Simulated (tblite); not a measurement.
Compound: C4H10NO2Si (doublet state).
Cartesian coordinates in Å at the GFN2-xTB level; atoms count from 1:
```xyz
18
C4H10NO2Si angstrom
O      1.4004    0.3542   -1.4053
C      2.4694   -0.0260   -0.8183
O      2.3250   -0.8505    0.3537
C      1.0008   -1.0519    0.7250
C      0.3905    0.2148    1.3142
N     -0.8067    0.5649    1.3149
C     -1.8870   -0.0674    0.6782
Si    -2.2186    0.8703   -0.9816
H      3.1660   -0.6211   -1.4664
H      3.1157    0.8253   -0.4702
H      0.4043   -1.3498   -0.1488
H      1.0037   -1.8434    1.4819
H      1.1064    0.8694    1.7986
H     -2.7570    0.0342    1.3289
H     -1.7254   -1.1330    0.4790
H     -1.0486    0.7648   -1.8326
H     -3.3933    0.2031   -1.5560
H     -2.5543    2.2484   -0.6267
```

Level: GFN2-xTB in tblite, geometry and Hessian alike; calculated harmonic values, unscaled, isolated species. This tight-binding method is rough: wavenumbers can miss measured ones by several per cent, in bad cases by 10 to 20. Modes of hydrogen on silicon can be 10 to 20 % off. One conformer, not necessarily the lowest. Open shells enter through the occupations alone, without spin polarisation, and single modes of such species can be off by tens of per cent.

Harmonic wavenumbers (cm⁻¹): 25.8, 37.7, 66.4, 107.5, 134.1, 174.3, 235.8, 282.7, 348.8, 463.3, 517.3, 547.5, 555.5, 653.6, 675.5, 756.9, 759.7, 767.7, 783.4, 803.3, 820.8, 861.4, 949.0, 989.8, 1045.6, 1061.9, 1112.1, 1172.3, 1183.0, 1192.7, 1248.2, 1265.6, 1302.1, 1314.8, 1352.1, 1384.0, 1455.3, 1755.2, 2233.1, 2282.9, 2398.4, 2521.0, 2619.4, 2883.6, 2889.3, 2935.2, 2969.7, 3022.6.

A = 2790, B = 1006, C = 810.6 MHz; mass 132.048 u (most abundant isotopes); point group C1, symmetry number 1; spin multiplicity 2.

Task: Zero-point energy?

Result: ½Σν̃ = 28459 cm⁻¹ = 340.44 kJ/mol.

Task: Give the ideal-gas entropy at 298.15 K and 1 bar in the rigid-rotor, harmonic-oscillator model (classical rotation).

Result: Translation 169.76, rotation 122.75, vibration 143.38, spin (R ln 2) 5.76: S = 441.6 J/(mol K).

Task: And Cp and H(298.15 K) − H(0)?

Result: Cp = 164.58 J/(mol K), of which vibrations give 131.33 (their classical limit is 48 R = 399.1); H(298.15 K) − H(0) = 30.43 kJ/mol without the zero-point energy, 20.51 from vibrations.

Task: Blend soft modes into free rotors: weight 1/[1 + (100 cm⁻¹/ν̃)⁴] for the oscillator and the rest for a rotor with moment μB/(μ + B), μ = h/(8π²ν), B = 10⁻⁴⁴ kg m². What vibrational entropy results?

Result: 124.26 J/(mol K) in place of 143.38, which changes −T·S at 298.15 K by +5.70 kJ/mol.

Task: How do the functions run with temperature in this model?

Result: 
```csv
T (K),S (J/(mol K)),Cp (J/(mol K)),H − H(0) (kJ/mol),G − H(0) (kJ/mol),ln q(vib)
50,264.9,63.7,2.43,-10.82,1.29
100,315.6,83.9,6.14,-25.42,3.07
373.15,482.0,195.5,43.95,-135.90,11.03
500,545.6,239.3,71.65,-201.13,14.44
750,654.9,299.3,139.57,-351.60,20.82
1000,746.6,337.5,219.52,-527.12,26.68
```

q(vib) and H(0) count from the zero-point level.

Task: Which modes carry the vibrational entropy at 298.15 K?

Result: 25.8 cm⁻¹: 25.64; 37.7 cm⁻¹: 22.49; 66.4 cm⁻¹: 17.81; 107.5 cm⁻¹: 13.86; 134.1 cm⁻¹: 12.08; 174.3 cm⁻¹: 9.99 J/(mol K); the other 42 give 41.50 together.

Hindered rotation and anharmonicity are outside this model. Other conformers, if any are populated, would add a mixing term that is left out. The structure is chiral; the term R ln 2 for an equal mix with its mirror image is left out.
